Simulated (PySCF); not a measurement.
Fe(OH) (FeHO), SMILES [OH][Fe] (connectivity only; charge and spin as stated), neutral, multiplicity 6. Atoms are numbered in the order given.

```xyz
3

Fe     0.0000     0.0000     0.4843
O      0.0000     0.0000    -1.2930
H      0.0000     0.0000    -2.2479
```
Charge 0, spin multiplicity 6.

Coordinates come from a B3LYP-D3(BJ)/def2-TZVP optimisation. A frequency run showed that this geometry is not a minimum. The multiplicity is an assumed one; other spin states were not compared.

These are PBE/def2-TZVPD (PySCF) values and carry that method's errors.

The molecule is in vacuum.

Estimate the frontier levels, dipole moment and polarisability. (The exact figures need the calculation; the answer reports its results.)


The α spin, highest occupied and lowest empty level comes out as -4.43 and -0.99 eV. The β spin, highest occupied and lowest empty level comes out as -4.78 and -4.18 eV. The dipole moment comes out as 0.153 e·Å. The mean static polarisability is 54.8 bohr³ (8.13 Å³). The polarisability, principal values comes out as 50.9, 50.9, 62.8 bohr³ and the ⟨S²⟩ is 8.753 (pure state 8.75).
